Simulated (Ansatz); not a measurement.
`F/C=C/[S][AlH2]`, charge 0, multiplicity 1.

(1) Give a relaxed structure at PBE0-D4/def2-TZVP (Ansatz). (An estimate is asked.)

Answers

(1) Computed: 
Z-matrix (Å, degrees):
```
C
C 1 1.343
Al 1 2.307 2 89.0
S 1 1.769 2 122.3 3 58.7
H 1 1.087 2 118.2 3 -118.7
F 2 1.328 1 121.2 3 118.9
H 2 1.085 1 125.1 3 -64.8
H 3 1.579 1 102.7 2 -115.5
H 3 1.580 1 118.9 2 25.9
```
This is one stationary point; other conformers may exist.
